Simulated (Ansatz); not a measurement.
S2 (SMILES S=S), triplet, geometry from GFN2-xTB, atoms displaced at random by about 0.08 Å a coordinate; HF/def2-SVP, gradient (Ansatz, a quantum-chemistry and plane-wave program).

Ansatz was given this input:
Ansatz 0.2 input:
```yaml
crystal:
  periodic: [false, false, false]
  atoms:
    - {symbol: S, position_ang: [-0.01902826, 0.01319686, -0.98383138]}
    - {symbol: S, position_ang: [-0.03298914, -0.00580687, 0.98364656]}
basis:
  gaussian:
    orbitals: def2-SVP
hamiltonian:
  xc: hf
magnetization: {spin_polarized: true, initial_magnetization: 2}
output: {forces: true}
```

It wrote (shortened):

```
Functional definition: HF
320 factors; integrals over basis functions are off by at most 1.0e-3 eV
mean field evaluation 1: about -21627.0798 eV, gradient 6.9e0 eV
mean field evaluation 2: about -21627.0923 eV, gradient 6.9e0 eV
mean field evaluation 4: about -21627.4960 eV, gradient 8.9e-1 eV
mean field evaluation 8: about -21627.5053 eV, gradient 3.5e-5 eV
mean field evaluation 16: about -21627.5068 eV, gradient 1.3e-1 eV
mean field evaluation 32: about -21627.0798 eV, gradient 6.9e0 eV
mean field evaluation 64: about -21627.5050 eV, gradient 7.7e-2 eV
mean field -21627.50708775 eV, -794.7962258240 hartree, gradient 8.6e-7 eV, S^2 2.024980; 3 other end points of the search recorded, 0 dependent functions left out
the calculation of the forces begins
reference -21627.50708775 eV, -794.7962258240 hartree; 17, 15 occupied and 19, 21 virtual orbitals, 320 factors
Total energy: -21627.50708775 eV, -794.7962258240 hartree
Atom 0 at    -0.019028     0.013197    -0.983831 Å, force    -0.018989    -0.025848     2.676044 eV/Å
Atom 1 at    -0.032989    -0.005807     0.983647 Å, force     0.018989     0.025848    -2.676044 eV/Å
Dipole moment:    -0.000000     0.000000     0.000000 e Å
```
